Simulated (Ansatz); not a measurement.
Consider the cleavage of the Si–P bond: `P[SiH2][SeH]` + HCl → `Cl[SiH2][SeH]` + PH₃.

Program: Ansatz. Geometries: PBE0-D4/def2-TZVP. ΔE: electronic, gas phase. CCSD(T)/CBS adds triple-zeta CCSD(T) − MP2 to the extrapolated MP2 energy (def2 sets, frozen cores). This one scheme is used for every species. Functionals use def2-TZVPP. For Se outer-core shells are correlated without core-valence functions, which leaves a few kJ/mol of doubt a bond. Scalar relativity is left out up to krypton. One conformer a species, not always the lowest.

`P[SiH2][SeH]`:

```xyz
8

P    -0.321    1.680    0.934
Si    0.010   -0.489    0.449
Se    0.298   -0.741   -1.801
H     0.767    2.116    0.131
H    -1.277    1.856   -0.102
H    -1.168   -1.263    0.918
H     1.210   -0.960    1.188
H     0.480   -2.198   -1.716
```

HCl:

Cartesian coordinates in Å:
```
Cl 0.210 0.495 -0.346
H -0.210 -0.495 0.346
```

`Cl[SiH2][SeH]`:

Z-matrix (Å, degrees):
```
Si
Se 1 2.271
Cl 1 2.048 2 106.0
H 1 1.481 2 111.7 3 -118.0
H 1 1.481 2 111.8 3 118.0
H 2 1.471 1 91.4 3 179.2
```

PH₃:

```xyz
4

P    -0.126   -0.507    0.253
H    -0.867    0.020   -0.837
H     1.123   -0.241   -0.368
H    -0.129    0.729    0.952
```

**Question.** Is it downhill or uphill in electronic energy at CCSD(T)/CBS, and by how much? (An estimate is asked.)

**Answer.** Computed: Downhill: ΔE = -68.4 kJ/mol.

**Question.** What do these levels give: revPBE-D4, ωB97X-V, B2PLYP, BLYP, r2SCANh, MP2/def2-SVP, CCSD/def2-SVP, CCSD(T)/def2-SVP, SCS-MP2/def2-TZVPP, CCSD(T)/def2-TZVPP, MP2/def2-QZVPP, SCS-MP2/def2-QZVPP? (Estimate.)

**Answer.** Computed: revPBE-D4 -57.9, ωB97X-V -70.9, B2PLYP -73.4, BLYP -72.2, r2SCANh -68.8, MP2/def2-SVP -68.4, CCSD/def2-SVP -69.1, CCSD(T)/def2-SVP -67.1, SCS-MP2/def2-TZVPP -74.0, CCSD(T)/def2-TZVPP -67.4, MP2/def2-QZVPP -71.4, SCS-MP2/def2-QZVPP -74.6 kJ/mol.

Largest T1 diagnostic among the species: 0.013.

In def2-TZVPP, CCSD(T) changes the Hartree–Fock value by +19.3 kJ/mol (the triples alone add +2.7 kJ/mol) and MP2 by +16.0 kJ/mol. From BLYP to BHLYP (50 % exact exchange), in def2-TZVPP and without D4, ΔE moves by −6.7 kJ/mol. The D4 term adds +4.5 kJ/mol with B3LYP and +2.6 kJ/mol with PBE0; it sums over pairs of atoms, weighted by their polarisabilities, and B3LYP, whose exchange is more repulsive, gets the larger term.

B3LYP here is the variant with VWN-RPA as its local correlation; programs differ in this.
